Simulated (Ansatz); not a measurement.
Cl3Sb, charge +1, doublet, geometry from GFN2-xTB (a state made from the parent by changing its charge; the spin is typed, not shown lowest) (core potentials on Sb); B97M-V/def2-SVPD (Ansatz, a first-principles code).

Here is a job for Ansatz.
Ansatz 0.2 input:
```yaml
crystal:
  periodic: [false, false, false]
  atoms:
    - {symbol: Sb, position_ang: [0.00321780, -0.00060931, 0.45841300]}
    - {symbol: Cl, position_ang: [-1.88737745, -1.03661953, -0.44656592]}
    - {symbol: Cl, position_ang: [0.04063205, 2.15098423, -0.45586257]}
    - {symbol: Cl, position_ang: [1.83709199, -1.11253676, -0.47281051]}
basis:
  gaussian:
    orbitals: def2-SVPD
hamiltonian:
  xc: {name: B97M-V}
total_charge: 1
magnetization: {spin_polarized: true, initial_magnetization: 1}
accuracy: high
```

It wrote (shortened):

```
Functional definition: B97M-V
2246 factors; integrals over basis functions are off by at most 3.2e-9 eV
mean field evaluation 1: about -44072.3742 eV, gradient 2.8e1 eV
mean field evaluation 2: about -44051.3940 eV, gradient 6.4e1 eV
mean field evaluation 4: about -44077.4766 eV, gradient 3.3e0 eV
mean field evaluation 8: about -44077.5426 eV, gradient 2.1e-1 eV
mean field evaluation 16: about -44077.5429 eV, gradient 1.3e-4 eV
mean field evaluation 32: about -44076.1300 eV, gradient 3.6e0 eV
mean field evaluation 64: about -44076.2339 eV, gradient 3.5e-1 eV
mean field evaluation 96: about -44076.3460 eV, gradient 2.5e-1 eV
mean field -44077.54292007 eV, -1619.8198254810 hartree, gradient 5.4e-8 eV, S^2 0.754160; 6 other end points of the search recorded, 0 dependent functions left out
reference -44077.54291799 eV, -1619.8198254046 hartree; 37, 36 occupied and 76, 77 virtual orbitals, 2246 factors
Total energy: -44077.54291799 eV, -1619.8198254046 hartree
```
